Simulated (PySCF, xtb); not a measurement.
Ge(H)3(Et) (C2H8Ge), SMILES C[CH2][GeH3].

GFN2-xTB run with xtb at its own geometry gives an orbital gap of 8.14 eV and a dipole moment of 1.07 D.

Coordinates come from a B3LYP-D3(BJ)/def2-SVP optimisation.

Q: What does PBE/def2-TZVPD in PySCF give? (An estimate is asked for; the answer gives what the named calculation found.)

A: gap 6.62 eV (levels -7.05 and -0.43 eV), dipole 0.86 D.
